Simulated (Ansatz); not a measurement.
```
atom    x (Å)    y (Å)    z (Å)
   C   0.0000  -0.2568  -1.2710
   C   0.0000   0.5795   0.0000
   C   0.0000  -0.2568   1.2710
   H   0.0000   0.3730  -2.1741
   H   0.8875  -0.9088  -1.3208
   H  -0.8875  -0.9088  -1.3208
   H  -0.8792   1.2471   0.0000
   H   0.8792   1.2471   0.0000
   H   0.0000   0.3730   2.1741
   H  -0.8875  -0.9088   1.3208
   H   0.8875  -0.9088   1.3208
```

Basis set: def2-TZVP (spherical functions). Frozen core: 3 orbitals. Charge 0, multiplicity 1.

Computed with Ansatz (development build ahead of 0.2.0); each method stands on the lowest determinant of its kind that the runs found. Restricted open shells among the atoms or ions are ROHF, correlated in semicanonical orbitals with singles.

The atomization energy at this shape (free ground-state atoms in the same class of orbitals less the molecule, no zero-point energy) of singlet C₃H₈:

| method | atomization energy |
| --- | --- |
| RHF | 33.90 eV |

Question: What does RHF-MP2 give?

Answer: 42.31 eV.
